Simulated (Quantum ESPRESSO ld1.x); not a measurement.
Results of a calculation; reference values are marked as such.
Task: Species: the strontium ion Sr+. Configuration: [Ar] 3d10 4s1.5 4p6 5s1.5 (fractional occupations, a model configuration). Level of theory: scalar-relativistic Kohn-Sham, LDA (Slater exchange, Perdew-Wang correlation), spin-polarised, spherical densities, point nucleus; open shells are filled with parallel spins first (ld1.x of Quantum ESPRESSO 7.5). Some entries of the table are withheld. Estimate them.

| orbital | occ. | eigenvalue (eV) | <r^2> (bohr^2) |
|---|---|---|---|
| 1s up | 1 | -15923.9 | 0.002071 |
| 1s down | 1 | -15923.8 | 0.002071 |
| 2s up | 1 | -2166.00 | 0.03516 |
| 2s down | 1 | -2165.93 | 0.03516 |
| 2p up | 3 | -1927.49 | 0.02769 |
| 2p down | 3 | -1927.42 | 0.02769 |
| 3s up | 1 | -343.470 | 0.2791 |
| 3s down | 1 | -343.347 | 0.2790 |
| 3p up | 3 | -266.509 | 0.2910 |
| 3p down | 3 | -266.377 | 0.2908 |
| 3d up | 5 | -138.987 | (1) |
| 3d down | 5 | -138.839 | (2) |
| 4s up | 1 | -50.7297 | 2.037 |
| 4s down | 0.5 | -50.1692 | 2.043 |
| 4p up | 3 | -32.2750 | (3) |
| 4p down | 3 | -31.7569 | (4) |
| 5s up | 1 | (5) | 15.16 |
| 5s down | 0.5 | (6) | 15.46 |

Result: 
(1) 3d up <r^2> (bohr^2): 0.3028
(2) 3d down <r^2> (bohr^2): 0.3023
(3) 4p up <r^2> (bohr^2): 2.697
(4) 4p down <r^2> (bohr^2): 2.708
(5) 5s up eigenvalue (eV): -9.6074
(6) 5s down eigenvalue (eV): -9.2371
